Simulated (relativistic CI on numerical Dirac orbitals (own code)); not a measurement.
Hyperfine structure of Te¹⁶⁺, mass number 123

Method of calculation: Dirac-Coulomb-Breit CI, KLI orbitals optimised for each configuration, model QED, unscaled Slater integrals (own radial code, finite nucleus).

Configurations in the expansion (outside the closed core [Ar] 3d10): 4s²4p⁶, 4s²4p⁵4d, 4s4p⁶4d, 4s²4p⁵4f, 4s4p⁶4f, 4s²4p⁵5s, 4s²4p⁵5p, 4s4p⁶5s, 4p⁶4d², 4p⁵4d³, 4p⁵4d²4f, 4p⁵4d²5s, 4p⁵4d²5p, 4p⁶4f², 4p⁵4d4f², 4p⁵4f³, 4p⁵4f²5s, 4p⁵4f²5p. Double excitations out of closed p, d and f shells are left out; levels of such configurations are missing from the list, as are those of other unlisted configurations, and high levels can miss mixing partners.

Nuclear spin I = 1/2, μ = -0.7358 μN (tables of Stone and Pyykkö). The electronic factors are computed for point nuclear moments, without core polarisation or the Bohr-Weisskopf and QED corrections.

```csv
Level,E (cm⁻¹),A (MHz)
4s²4p⁵4d ³P°1,595586,-5358
4s²4p⁵4d ³F°3,615991,-12000
4s²4p⁵4d ³P°2,616873,-6276
4s²4p⁵4d ³F°4,619049,-8091
4s²4p⁵4d ³D°3,657629,-7008
4s²4p⁵4d ³D°1,690543,4542
4s²4p⁵4d ³F°2,710593,-29740
4s²4p⁵4d ¹P°1,865084,13940
```

Levels with J = 0, under 50 % of one LS term, or S terms without an open s electron are left out. Small factors come from cancelling terms and can be off by tens of per cent or more.

At this charge energies of transitions that change n are usually good to better than 1 %, and those within a shell (Δn = 0) to a few per cent.

**Question.** Give the hyperfine levels of 4s²4p⁵4d ³F°3 relative to its centre of gravity.

**Answer.** With K = F(F + 1) − I(I + 1) − J(J + 1), E = AK/2: F = 5/2: 23990, F = 7/2: -17990 MHz.

LS names give the leading component of a level, which can be under half, so a name can repeat, a term be missing and a line seem to break the LS rules.
